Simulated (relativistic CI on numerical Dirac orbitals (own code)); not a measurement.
These numbers are calculated, not measured: Dirac-Coulomb-Breit CI, separate exchange-only KLI orbitals for each configuration, model QED (radiative potential, 1s self-energy scaled to tabulated hydrogen-like ionisation energies), valence Slater integrals scaled by 0.85, configuration energies shifted to the measured levels that pair with them (semi-empirical) (own radial code, finite nucleus).

Configurations in the expansion (outside the closed core [Ar] 3d10): 4s2 4p6 4d, 4s2 4p6 5s, 4s2 4p6 5p, 4s2 4p6 5d, 4s2 4p6 6s, 4s2 4p6 4f, 4s2 4p5 4d2, 4s2 4p6 6p, 4s2 4p4 4d3, 4s2 4p6 5f, 4s2 4p6 6d, 4s2 4p6 5g, 4s2 4p5 4d 4f, 4s2 4p6 6f, 4s 4p6 4d2, 4s2 4p5 4d 5s, 4s2 4p5 4d 5p, 4s 4p6 4d 4f. Levels of other configurations are missing.

Configurations whose levels could be paired with our table of measured levels were shifted onto them, all but the ground configuration, by the median error of their levels; single terms can still be off by 1,000 to 2,000 cm⁻¹ or more, and rates follow the energies as ν³ (E1, M1) or ν⁵ (E2). The others borrow a shift and can be off by several thousand cm⁻¹ or more. 7 of the 7 excited levels that our extract of the measured tables holds in this range could be paired (the sources list more); they are missed by 33 cm⁻¹ on average and 83 at most, after the shifts were fitted to these levels, and levels without a partner can miss by more.

Outline of the computed level scheme of Nb V. Lowest level of each configuration: 4s2 4p6 4d 2D_3/2 at 0.0000 eV; 4s2 4p6 5s 2S_1/2 at 9.4140 eV; 4s2 4p6 5p 2P°_1/2 at 16.0270 eV; 4s2 4p6 5d 2D_3/2 at 26.2467 eV; 4s2 4p6 4f 2F°_5/2 at 27.3964 eV; 4s2 4p6 6s 2S_1/2 at 28.3304 eV; 4s2 4p6 6p 2P°_1/2 at 31.0350 eV; 4s2 4p5 4d2 4D°_1/2 at 31.8926 eV; 4s2 4p6 6d 2D_3/2 at 35.5760 eV.

Some strong electric-dipole decays among the lowest 43 levels: 4s2 4p6 5d 2D_5/2 → 4s2 4p6 5p 2P°_3/2 (3.2e+09 s⁻¹); 4s2 4p6 5p 2P°_1/2 → 4s2 4p6 4d 2D_3/2 (3.2e+09 s⁻¹); 4s2 4p6 5p 2P°_3/2 → 4s2 4p6 4d 2D_5/2 (2.9e+09 s⁻¹); 4s2 4p6 5d 2D_3/2 → 4s2 4p6 5p 2P°_1/2 (2.8e+09 s⁻¹); 4s2 4p6 6s 2S_1/2 → 4s2 4p6 5p 2P°_3/2 (2.5e+09 s⁻¹); 4s2 4p6 6s 2S_1/2 → 4s2 4p6 5p 2P°_1/2 (1.2e+09 s⁻¹); 4s2 4p6 5p 2P°_3/2 → 4s2 4p6 5s 2S_1/2 (7.0e+08 s⁻¹); 4s2 4p6 5p 2P°_1/2 → 4s2 4p6 5s 2S_1/2 (5.8e+08 s⁻¹).

LS names give the leading component of a level, which can be under half, so a name can repeat, a term be missing and a line seem to break the LS rules.
